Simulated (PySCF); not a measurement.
Co¹⁶⁺: ionisation energy

Co¹⁶⁺ [Ne] 3s1 (2S) → Co¹⁷⁺ [Ne] (1S), as a difference of total energies. Calculation: PySCF 2.14, in an even-tempered Gaussian basis (18 s from 1.2 bohr⁻², ratio 2.5; 11 p from 1.6 bohr⁻², ratio 2.5; 5 d from 6.4 bohr⁻², ratio 2.7; 4 f from 9.6 bohr⁻², ratio 2.7); scalar relativity by spin-free X2C-1e. Correlated levels: outer shells: 1s2 frozen; virtual orbitals above 40 to 60 times the deepest correlated orbital energy dropped. The calculations carry no spin-orbit coupling.

```json
{"method": "UHF", "ionisation energy (eV)": "546.00", "difference from reference (eV)": "-0.59"}
{"method": "LDA", "ionisation energy (eV)": "547.80", "difference from reference (eV)": "+1.21"}
{"method": "PBE", "ionisation energy (eV)": "548.57", "difference from reference (eV)": "+1.98"}
{"method": "PBE0", "ionisation energy (eV)": "548.03", "difference from reference (eV)": "+1.44"}
{"method": "r2SCAN", "ionisation energy (eV)": "546.12", "difference from reference (eV)": "-0.47"}
{"method": "MN15", "ionisation energy (eV)": "545.61", "difference from reference (eV)": "-0.98"}
{"method": "M06-2X", "ionisation energy (eV)": "547.66", "difference from reference (eV)": "+1.07"}
{"method": "MP2 (outer shells)", "ionisation energy (eV)": "546.60", "difference from reference (eV)": "+0.01"}
{"method": "SCS-MP2 (outer shells)", "ionisation energy (eV)": "546.49", "difference from reference (eV)": "-0.10"}
```

Reference: 546.59 eV (semi-empirical (NIST evaluation); NIST Atomic Spectra Database, ionization energies).
